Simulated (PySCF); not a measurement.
## A small calculation by hand: dipole moment from atomic charges

W(O)(S)(Br)(OH) (BrHO₂SW), SMILES [W](=[S])([OH])([Br])=[O], multiplicity 1. Atoms are numbered in the order given.

```xyz
6

W      0.1310    -0.4331     0.0649
O      1.3744    -1.0195    -0.9620
S      1.0197     0.0062     1.9774
Br    -0.7504     1.6235    -0.8851
O     -1.1874    -1.7659     0.3067
H     -1.2366    -2.5898    -0.2150
```

Geometry optimised at PBE-D3(BJ)/def2-SVP. The spin state was assumed, not searched. The structure was generated by enumeration; whether it is a known compound was not checked. The def2 effective core potentials stand for the cores of W; spin–orbit coupling is left out. Other conformers were not sampled.

Charges (e) from PBE/def2-TZVP (PySCF):

```
atom  Mulliken  ESP fit
----  --------  -------
W1       1.079    0.586
O2      -0.371   -0.298
S3      -0.277   -0.179
Br4     -0.247   -0.060
O5      -0.537   -0.496
H6       0.353    0.446
```

The dipole moment of the full density is 2.78 D.

Problem. What dipole moment does each set of point charges give, and which comes closer to that of the density?

Solution. 
μ = Σ q r, and 1 e Å = 4.8032 D.
Mulliken: Σ q r = (-0.265, -0.458, -0.143) e Å, |μ| = 2.63 D.
ESP fit: Σ q r = (-0.433, -0.328, -0.224) e Å, |μ| = 2.82 D.
ESP fit comes closer in size. Point charges leave out the atoms' own dipoles (lone pairs, polarised bonds); fits to the potential absorb them, partitions of the density don't.
